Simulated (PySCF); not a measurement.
Removing an electron from TeBr2

TeBr2.
Cartesian coordinates in Å at the PBE0-D3(BJ)/def2-SVP level; atoms count from 1:
```
atom  x, y, z in Å
Te1    0.000   -0.005   -1.090
Br2    1.890   -0.001    0.545
Br3   -1.890    0.006    0.545
```

Level: CAM-B3LYP/def2-SVPD (PySCF). Frontier orbitals with their largest atomic shares (Löwdin; up to four atoms above 4 %):

| orbital | ε (eV) | main atoms |
| --- | --- | --- |
| HOMO−3 | -10.29 | Br3 41 %, Br2 41 %, Te1 17 % |
| HOMO−2 | -10.25 | Br2 47 %, Br3 47 %, Te1 5 % |
| HOMO−1 | -9.98 | Br2 49 %, Br3 49 % |
| HOMO | -7.89 | ? |
| LUMO | -2.20 | Te1 52 %, Br2 24 %, Br3 24 % |
| LUMO+1 | -2.06 | Te1 60 %, Br3 20 %, Br2 20 % |
| LUMO+2 | 0.86 | Te1 63 %, Br3 19 %, Br2 19 % |

Q: What vertical ionisation energy does ΔSCF give, and how far is −ε(HOMO) from it?

A: ΔSCF: 8.79 eV (848 kJ/mol; threshold wavelength 141 nm); ⟨S²⟩ of the doublet left behind is 0.754, against 0.75 for a pure doublet. −ε(HOMO) is 7.89 eV, 0.90 eV below it. For the exact functional −ε(HOMO) would equal the first vertical ionisation energy; CAM-B3LYP (range-separated hybrid) falls short of its own ΔSCF value by 10 %. Holes in the HOMO−1 and HOMO−2 were tried too where these lie within 1.2 eV of the HOMO; the lowest converged state counts.

Q: On which atoms does the HOMO lie?

A: Te1 (tellurium bonded to 2 Br) 65 %, Br3 (bromine bonded to Te) 18 %, Br2 (bromine bonded to Te) 18 %, so more than half of it is on one atom. The HOMO−1 lies 2.09 eV lower.

Q: And the vertical electron affinity, the fundamental gap, Mulliken's electronegativity and the hardness (with the factor ½)?

A: EA = 1.45 eV by ΔSCF (−ε(LUMO) = 2.20 eV). IE − EA = 7.34 eV against an orbital gap of 5.69 eV; (IE + EA)/2 = 5.12 eV; (IE − EA)/2 = 3.67 eV.

Q: The lowest singlet excitation (vertical TDDFT, same level) lies at 2.17 eV. How far is it below IE − EA?

A: IE − EA = 7.34 eV, so by 5.17 eV.

Q: What kinetic energy would electrons from this vertical process carry with Lyman-α light (10.199 eV)?

A: 10.20 − 8.79 = 1.41 eV.

Q: How many of the 10 lowest singlet excitations (vertical TDDFT, same level) lie below the ionisation energy?

A: All 10; they run from 2.17 to 5.72 eV.

Isolated species at its PBE0-D3(BJ)/def2-SVP geometry, gas phase. Atoms past krypton carry effective core potentials; spin–orbit coupling is left out. The calculation is non-relativistic apart from the core potentials, for bromine too.
